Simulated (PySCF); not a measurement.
Computed IR spectrum (relative IR intensity) of a molecule C₃H₉Ge, multiplicity 2. The structure is a stationary point at PBE-D3(BJ)/def2-SVP. One conformer was computed; it need not be the lowest. Calculation: PBE-D3(BJ)/def2-SVP (PySCF). Frequencies are harmonic and unscaled.

ν (cm⁻¹): 569 (s), 803 (vs), 1174 (vw), 1381 (w), 1394 (w), 2965 (m), 3068 (w), 3094 (w) (against the strongest line: vs over 80 %, s over 45 %, m over 15 %, w over 4 %, vw less)

Which structure fits?
A. C[C](C)[GeH3]
B. C[CH][CH2][GeH3]
C. [CH3][Ge]([CH3])[CH3]

C, [CH3][Ge]([CH3])[CH3]
